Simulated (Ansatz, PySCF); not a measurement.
In(H)(Me)(Et) (C₃H₉In), SMILES C[CH2][InH][CH3]. Atoms are numbered in the order given.

```xyz
13

In     0.2298     0.3789    -0.0320
H      0.8986     0.9910    -1.5258
C     -0.0531     1.7421     1.6401
H     -0.4958     1.2409     2.5132
H     -0.7082     2.5750     1.3379
H      0.9158     2.1770     1.9343
C     -0.3040    -1.7379     0.1224
C     -0.0520    -2.5786    -1.1268
H     -1.3685    -1.7726     0.4189
H      0.2497    -2.1385     0.9915
H      1.0110    -2.5741    -1.4194
H     -0.6193    -2.2063    -1.9957
H     -0.3413    -3.6354    -0.9825
```
Charge 0, spin multiplicity 1.

Geometry: r2SCAN-D4/def2-SVP. The structure was generated by enumeration; whether it is a known compound was not checked. The def2 effective core potentials stand for the cores of In; spin–orbit coupling is left out. The values are those of a single conformer.

Two levels are set side by side: PBE-D3(BJ)/def2-SVP (Ansatz, a first-principles code) and r2SCAN-D4/def2-SVP (Ansatz). Each level has its own optimised geometry; the coordinates shown are those of the second. Frequencies come from the Hessian of PySCF at each geometry. Differences are taken from unrounded values.

```
quantity                            r2SCAN-D4
----------------------------------  ---------
mean bond length (Å)                    1.372
bond In1–C3 (Å)                         2.176
bond In1–C7 (Å)                         2.189
bond C7–C8 (Å)                          1.527
bond In1–H2 (Å)                         1.747
bond C3–H4 (Å)                          1.100
bond C3–H5 (Å)                          1.102
bond C3–H6 (Å)                          1.102
bond C7–H9 (Å)                          1.106
bond C7–H10 (Å)                         1.106
bond C8–H11 (Å)                         1.103
bond C8–H12 (Å)                         1.103
bond C8–H13 (Å)                         1.105
highest harmonic wavenumber (cm⁻¹)       3161
mean harmonic wavenumber (cm⁻¹)          1386
zero-point energy (kcal/mol)            65.39
```

What does PBE-D3(BJ) give, and how far is it from r2SCAN-D4? (An estimate is asked for; the answer gives what the named calculation found.)


```
quantity                            PBE-D3(BJ)  PBE-D3(BJ) minus r2SCAN-D4
----------------------------------  ----------  --------------------------
mean bond length (Å)                     1.381                       0.009
bond In1–C3 (Å)                          2.191                       0.015
bond In1–C7 (Å)                          2.204                       0.015
bond C7–C8 (Å)                           1.530                       0.003
bond In1–H2 (Å)                          1.764                       0.017
bond C3–H4 (Å)                           1.107                       0.007
bond C3–H5 (Å)                           1.109                       0.007
bond C3–H6 (Å)                           1.109                       0.007
bond C7–H9 (Å)                           1.112                       0.007
bond C7–H10 (Å)                          1.112                       0.007
bond C8–H11 (Å)                          1.110                       0.007
bond C8–H12 (Å)                          1.110                       0.007
bond C8–H13 (Å)                          1.113                       0.008
highest harmonic wavenumber (cm⁻¹)        3098                         -63
mean harmonic wavenumber (cm⁻¹)           1352                         -34
zero-point energy (kcal/mol)             63.77                       -1.62
```
